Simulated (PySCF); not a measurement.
Si(H)(F)(Br)(vinyl) (C2H4BrFSi), SMILES C(=C)[SiH](Br)F.

Geometry optimised at PBE-D3(BJ)/def2-SVP. This is a generated structure with no PubChem entry under its InChIKey; it may be hypothetical. One conformer was computed; it need not be the lowest.

Computed with PySCF with PBE-D3(BJ)/def2-SVP.

Frequencies are harmonic and unscaled.

Q: List the normal modes with their intensities. (The exact figures need the calculation; the answer reports its results.)

A: 
| mode | ν (cm⁻¹) | IR (km/mol) | moving atoms (share of kinetic energy) |
|---|---|---|---|
| 1 | 77 | 0.1 | C 50 %, H 26 %, Br 11 %, Si 10 % |
| 2 | 139 | 0.2 | C 33 %, H 25 %, F 21 %, Si 12 %, Br 8 % |
| 3 | 183 | 4.8 | F 43 %, C 31 %, H 17 % |
| 4 | 219 | 2.0 | F 43 %, Br 23 %, H 12 %, C 12 %, Si 10 % |
| 5 | 371 | 10.9 | Si 37 %, C 25 %, H 22 %, Br 9 % |
| 6 | 438 | 51.4 | Si 43 %, C 21 %, H 15 %, Br 12 %, F 10 % |
| 7 | 518 | 48.9 | H 54 %, C 27 %, Si 17 % |
| 8 | 668 | 22.0 | C 44 %, H 29 %, Si 24 % |
| 9 | 779 | 243.3 | H 84 %, Si 11 % |
| 10 | 787 | 36.7 | H 75 %, F 18 % |
| 11 | 880 | 122.0 | Si 41 %, F 40 %, H 17 % |
| 12 | 961 | 23.6 | H 72 %, C 28 % |
| 13 | 973 | 17.8 | H 79 %, C 15 % |
| 14 | 998 | 13.9 | H 94 % |
| 15 | 1226 | 0.4 | H 72 %, C 28 % |
| 16 | 1367 | 16.1 | H 85 %, C 15 % |
| 17 | 1616 | 12.3 | C 87 %, H 13 % |
| 18 | 2206 | 104.3 | H 97 % |
| 19 | 3058 | 8.0 | H 95 % |
| 20 | 3083 | 0.9 | H 92 %, C 8 % |
| 21 | 3156 | 2.3 | H 89 %, C 11 % |
